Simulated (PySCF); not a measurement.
Cd(F)(Et) (C2H5CdF), SMILES C[CH2][Cd][F].

Geometry: B3LYP-D3(BJ)/def2-SVP. The structure was generated by enumeration; whether it is a known compound was not checked. The def2 effective core potentials stand for the cores of Cd; spin–orbit coupling is left out. One conformer was computed; it need not be the lowest.

Calculation: PBE/def2-TZVPD (PySCF).

Isolated molecule, no solvent.

**Question.** Estimate the frontier levels, gap, dipole moment and polarisability. (An estimate is asked for; the answer gives what the named calculation found.)

**Answer.** 
```
Property                                                                                                       Result
---------------------------------------------------------------------------------------------  ----------------------
highest occupied level                                                                                       -6.79 eV
lowest empty level                                                                                           -1.77 eV
orbital gap                                                                                                   5.02 eV
dipole moment                                                                                               0.769 e·Å
quadrupole, principal values (traceless, Buckingham form, about the centre of nuclear charge)  -11.75, 5.68, 6.07 D·Å
mean static polarisability                                                                       60.8 bohr³ (9.01 Å³)
polarisability, principal values                                                               47.7, 51.2, 83.6 bohr³
```
